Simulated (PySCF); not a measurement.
These 3 structures share the formula C9H7NSi. Method: PySCF 2.14.0, PBE0-D3(BJ)/def2-SVP geometry optimisation, gas phase. Energies are electronic, without zero-point or thermal terms, for one conformer each. No frequencies were run at this level. Point groups hold within 0.08 Å.

Question: Rank from lowest to highest electronic energy at this level (kcal/mol).
A. `N#C[Si@H]1C=Cc2ccccc21`
B. `C1[SiH2]c2c(cccc2C#N)C=1`
C. `N#Cc1ccc2c(c1)C=C[SiH2]2`

Answer: A (0.0), B (6.5), C (7.2).

Neighbours under 2.5 kcal/mol apart (N#Cc1cccc2c1[SiH2]C=C2 and N#Cc1ccc2c(c1)C=C[SiH2]2) can change places with a better method, another conformer or zero-point energy.

```tsv
SMILES	E (Eh)	E rel (kcal/mol)	dipole (D)	point group	A, B, C (MHz)
N#C[Si@H]1C=Cc2ccccc21	-690.44325	0.0	4.25	C1	1785, 749.0, 586.9
N#Cc1cccc2c1[SiH2]C=C2	-690.43293	6.5	4.63	Cs	1363, 1023, 588.4
N#Cc1ccc2c(c1)C=C[SiH2]2	-690.43181	7.2	4.29	Cs	2771, 583.9, 485.1
```

Q: How do the relative energies change in single points at KT2/pcSseg-2 (no added dispersion term) on the same geometries?

A: 
```
                  SMILES  PBE0-D3(BJ)/def2-SVP (kcal/mol)  KT2/pcSseg-2 (kcal/mol)  shift
  N#C[Si@H]1C=Cc2ccccc21                              0.0                      0.0    0.0
  N#Cc1cccc2c1[SiH2]C=C2                              6.5                      7.6   +1.1
N#Cc1ccc2c(c1)C=C[SiH2]2                              7.2                      8.1   +0.9
```

Each column counts from its own lowest isomer. The order is unchanged; the largest shift is 1.1 kcal/mol.

Q: As an exercise, what shares would exp(−E/RT) give at 2000 K from these electronic energies alone (no entropy, no degeneracies)?

A: RT = 3.974 kcal/mol: N#C[Si@H]1C=Cc2ccccc21 73.5 %, N#Cc1cccc2c1[SiH2]C=C2 14.4 %, N#Cc1ccc2c(c1)C=C[SiH2]2 12.1 %.
